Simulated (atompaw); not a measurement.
## Varying the PAW (atompaw) potential for silver (Ag)

Base potential:

* Element: Ag (Z = 47)
* Generator: atompaw 4.2.0.5
* Type: PAW
* Functional: PBE
* Relativity: scalar-relativistic
* Frozen core: [Ar] 3d10
* Valence charge: 19
* Reference configuration: 4s2 4p6 4d10 5s1 5p0
* Partial waves: 4s (bound): rc 1.05 bohr; 5s (bound): rc 2.00 bohr; 4p (bound): rc 1.35 bohr; 5p (bound, empty): rc 1.70 bohr; 4d (bound): rc 2.00 bohr; 4d channel at -0.25 Ry: rc 2.00 bohr
* Local potential: bessel scheme, radius 1.50 bohr
* Core correction: smooth core density matched at 1.75 bohr
* Augmentation charge: gaussian compensation charge, radius 1.65 bohr; PAW radius 2.00 bohr; waves and projectors: custom rrkj vanderbiltortho

All-electron outer shells of the reference configuration (PBE, scalar-relativistic, ld1.x):

```tsv
shell	level (eV)	outermost node (bohr)	outermost maximum (bohr)
3p	-557.49	0.15	0.32
3d	-358.48	–	0.27
4s	-95.05	0.44	0.82
4p	-58.57	0.44	0.87
4d	-7.44	0.43	1.04
5s	-4.40	1.11	2.49
5p	-0.74	1.25	3.86
```

Cutoffs, loose and tight: the cutoffs (Ry, on a coarse ladder) from which the occupation-weighted sum of valence levels, in a spherical-Bessel basis at the reference potential, stays within 10 and 1 mRy of its value at 400 Ry. They see the waves, projectors and local potential, not the compensation charge or the core. A dash means not determined.

| change | outcome | cutoff, loose | cutoff, tight | bound ghosts |
| --- | --- | --- | --- | --- |
| base | generated | 50 Ry | 110 Ry | none |
| core correction smooth core density matched at 0.86 bohr | generated | 50 Ry | 110 Ry | none |
| reference 4s2 4p6 4d10 5s0 5p0 | generated | 50 Ry | 110 Ry | none |
| augmentation gaussian compensation charge, radius 1.58 bohr; PAW radius 2.00 bohr; waves and projectors: custom rrkj vanderbiltortho | generated | 50 Ry | 110 Ry | none |
| augmentation besselshape compensation charge, radius 1.65 bohr; PAW radius 2.00 bohr; waves and projectors: custom rrkj vanderbiltortho | generated | 50 Ry | 110 Ry | none |
| augmentation gaussian compensation charge, radius 1.65 bohr; PAW radius 2.00 bohr; waves and projectors: custom rrkj gramschmidtortho | generated | 50 Ry | 110 Ry | none |
| functional PBEsol | generated | 50 Ry | 110 Ry | none |
| augmentation gaussian compensation charge, radius 1.65 bohr; PAW radius 2.00 bohr; waves and projectors: custom polynom vanderbiltortho | generated | 60 Ry | 110 Ry | none |

**Question.** What comes out with this change to the base: all radii scaled by about 1.14 (s 1.20, p 1.54, d 2.28 bohr); local potential bessel scheme, radius 1.70 bohr; augmentation gaussian compensation charge, radius 1.88 bohr; PAW radius 2.28 bohr; waves and projectors: custom rrkj vanderbiltortho; core correction smooth core density matched at 1.98 bohr?

**Answer.** outcome: generated; cutoff, loose: 40 Ry; cutoff, tight: 70 Ry; bound ghosts: none.

**Question.** What comes out with this change to the base: wave 4s (bound): rc 1.05 bohr becomes 4s (bound): rc 1.96 bohr?

**Answer.** outcome: generated; cutoff, loose: 45 Ry; cutoff, tight: 80 Ry; bound ghosts: none.

**Question.** What comes out with this change to the base: local potential vpsmatchnc scheme with l = 3 at 1 Ry, radius 1.50 bohr?

**Answer.** outcome: failed: atompaw: The overlap operator has at least one negative eigenvalue!. Cause: the overlap operator built from these waves and projectors is not positive definite.
